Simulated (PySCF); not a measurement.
H₆S, SMILES [H][S@OH27]([H])([H])([H])([H])[H]. Coordinates come from a ωB97X-D3(BJ)/def2-TZVP optimisation.

Computed equilibrium geometry at ωB97X-D3(BJ)/def2-TZVP (PySCF confirms it by a frequency run) as Cartesian coordinates in Å, and its point group:
point group Oh.
```xyz
7

S      0.0000     0.0000     0.0000
H      0.0000     1.4063     0.0000
H      0.0000    -1.4063     0.0000
H     -1.4063     0.0000     0.0000
H      1.4063     0.0000     0.0000
H      0.0000     0.0000     1.4063
H      0.0000     0.0000    -1.4063
```
